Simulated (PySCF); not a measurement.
C4H6ClF, SMILES C[C@]1(F)C[C@H]1Cl. Heavy atoms are numbered as in [CH3:1][C@:2]1([F:3])[CH2:4][C@H:5]1[Cl:6]. Hydrogens are named by the atom that carries them.

The structure is a stationary point at B3LYP-D3(BJ)/def2-SVP. The structure was generated by enumeration; whether it is a known compound was not checked.

Method: PBE/pcSseg-1 (PySCF).

GIAO shieldings, no solvent; atoms alike by connectivity are averaged. δ = σ(ref) − σ: ¹³C against TMS (σ = 182.0 ppm); ¹⁹F against CFCl3 (σ = 133.6 ppm); ³⁵Cl against HCl (σ = 936.5 ppm); ¹H against TMS (σ = 31.49 ppm), references at their B3LYP-D3(BJ)/def2-TZVP geometries, non-relativistic (without spin–orbit terms, shifts of atoms bonded to Cl or Br come out too high).

```json
[
 {"nucleus": "¹³C", "atoms": "C2", "count": "1", "δ (ppm)": "82.2"},
 {"nucleus": "¹³C", "atoms": "C5 (CH)", "count": "1", "δ (ppm)": "49.1"},
 {"nucleus": "¹³C", "atoms": "C4 (CH2)", "count": "1", "δ (ppm)": "26.3"},
 {"nucleus": "¹³C", "atoms": "C1 (CH3)", "count": "1", "δ (ppm)": "25.0"},
 {"nucleus": "¹⁹F", "atoms": "F3", "count": "1", "δ (ppm)": "-228.3"},
 {"nucleus": "³⁵Cl", "atoms": "Cl6", "count": "1", "δ (ppm)": "123.4"},
 {"nucleus": "¹H", "atoms": "H on C5", "count": "1", "δ (ppm)": "2.94"},
 {"nucleus": "¹H", "atoms": "H on C1", "count": "3", "δ (ppm)": "1.75"},
 {"nucleus": "¹H", "atoms": "H on C4", "count": "2", "δ (ppm)": "1.23"}
]
```
